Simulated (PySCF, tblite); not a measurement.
Species: C7H8NPS.
Atom-mapped SMILES: `[CH:1]#[C:2][c:3]1[p:4][cH:5][s:6][c:7]1[N:8]([CH3:9])[CH3:10]` (hydrogens: H11 on C1; H12 on C5; H13, H14, H15 on C9; H16, H17, H18 on C10)

The geometry is computed with GFN2-xTB (gas phase).

Question: List the bond lengths, angles and torsions at this level.

Answer: 
| bond | length (bohr) |
| --- | --- |
| C1≡C2 | 2.273 |
| C2–C3 | 2.662 |
| C3–P4 | 3.369 |
| P4–C5 | 3.207 |
| C5–S6 | 3.247 |
| S6–C7 | 3.300 |
| C7–N8 | 2.588 |
| N8–C9, N8–C10 | 2.731 |
| C3–C7 | 2.608 |
| C1–H11 | 1.981 |
| C5–H12 | 2.031 |
| C9–H13 and 3 like bonds | 2.058 |
| C9–H15, C10–H18 | 2.074 |

Bonds in one row agree within 0.02 bohr and their mean is given. A selection of angles:
| angle | degrees |
| --- | --- |
| C1–C2–C3 | 175.3 |
| C2–C3–P4 | 118.2 |
| C2–C3–C7 | 124.1 |
| P4–C3–C7 | 117.6 |
| C3–P4–C5 | 93.4 |
| P4–C5–S6 | 118.6 |
| C5–S6–C7 | 95.6 |
| S6–C7–N8 | 118.1 |
| C3–C7–S6 | 114.8 |
| C3–C7–N8 | 127.1 |
| C7–N8–C9 | 119.9 |
| C7–N8–C10 | 117.5 |
| C9–N8–C10 | 113.9 |

Torsions: S6–C7–N8–C9 -138° (anticlinal). The mirror-image conformer, all signs reversed, is as good.

The C–P distances run from 1.697 Å (P4–C5, aromatic) to 1.783 Å (C3–P4, aromatic), a spread of 0.086 Å. The 3 C–N bonds span 1.370 Å (C7–N8, drawn single) to 1.447 Å (N8–C9, drawn single), a spread of 0.077 Å. The C–C distances run from 1.203 Å (C1≡C2, drawn triple) to 1.409 Å (C2–C3, drawn single), a spread of 0.206 Å. The 5-membered ring C3–P4–C5–S6–C7 has internal angles of 93.4° to 118.6° (sum 540°, against 540° for a flat polygon); it is planar, 0.01 Å rms from its mean plane, widest ring torsion 2°. N8 (aniline-type nitrogen) has angles 119.9°, 117.5° and 113.9°, sum 351.4°, 0.24 Å off the plane of its three neighbours. The 2 C–S bonds span 1.718 Å (C5–S6, aromatic) to 1.746 Å (S6–C7, aromatic), a spread of 0.028 Å. P4 (phosphorus bonded to 2 C) is bent (angle 93.4°).

Point group: C1 (no symmetry element, even within 0.4 Å). Its GFN2-xTB frequencies are all real (lowest 49 cm⁻¹). 3 starts were optimised and ended at 0.00, 0.04 and 3.34 kcal/mol (GFN2-xTB); the lowest of these is shown.
